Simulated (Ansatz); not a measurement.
F2H2OSTi, SMILES `[OH][Ti]([F])([F])[SH]` at its PBE0-D4/def2-TZVP geometry, where that method's forces vanish. Total charge 0; spin multiplicity 1.

```xyz
7

O     1.0919    1.1148    0.7384
Ti   -0.1315   -0.0830    0.3344
F    -0.0277   -1.4922    1.3742
F    -1.7572    0.5629    0.4260
S     0.3252   -0.6603   -1.8284
H     1.2262    2.0605    0.8131
H    -0.7270   -1.5028   -1.8577
```

Task: What forces (eV/Å) does B3LYP-D4/def2-TZVPP give on these atoms in Ansatz 0.2.0? (Estimate.)

Result: The calculation gave: 
```
O1   0.280  0.238  0.087
Ti2  0.029 -0.025 -0.133
F3   0.030 -0.338  0.248
F4  -0.392  0.151  0.019
S5   0.032 -0.069 -0.212
H6   0.015  0.047  0.011
H7   0.006 -0.005 -0.020
```

B3LYP here is the variant with VWN-RPA as its local correlation; programs differ in this.
